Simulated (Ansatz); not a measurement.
Species: C₂H₁₀N₂Si (charge 0, singlet). SMILES: C[Si](C)(N)N
Coordinates optimised at B3LYP-D3(BJ)/def2-TZVP (Ansatz, an electronic-structure program):
```xyz
15

Si    -0.0073     0.0079     0.0280
C      1.5422    -0.9237    -0.4729
C     -1.0226     0.3622    -1.5094
N     -0.7643    -0.9756     1.2235
N      0.2407     1.5413     0.7741
H      2.2035    -1.0776     0.3825
H      2.0987    -0.3676    -1.2310
H      1.3047    -1.9044    -0.8947
H     -1.9752     0.8310    -1.2534
H     -1.2385    -0.5618    -2.0508
H     -0.4943     1.0288    -2.1970
H     -0.6965    -1.9797     1.1949
H     -1.6047    -0.6725     1.6894
H      0.7287     1.6188     1.6522
H      0.3237     2.3824     0.2269
```
Charge 0, spin multiplicity 1.

Quantity: atomisation energy (electronic, to ground-state atoms), in kcal/mol. Cores are frozen in the correlated levels unless marked. UHF or UKS for open shells. Spin-orbit coupling is left out. No relativistic terms. The coupled-cluster limit lacks core correlation, which all-electron functionals hold. CBS marks a two-point X^-3 extrapolation of the correlation energy; Hartree-Fock from the larger set.

| level | program | atomisation energy (kcal/mol) |
|---|---|---|
| HF/6-31G | Ansatz | 876.4 |
| HF/cc-pV(Q+d)Z | Ansatz | 967.9 |

**Question.** What does CCSD(T)/CBS(cc-pV(T+d)Z,cc-pV(Q+d)Z) (Ansatz) give?

**Answer.** 1328.4 kcal/mol
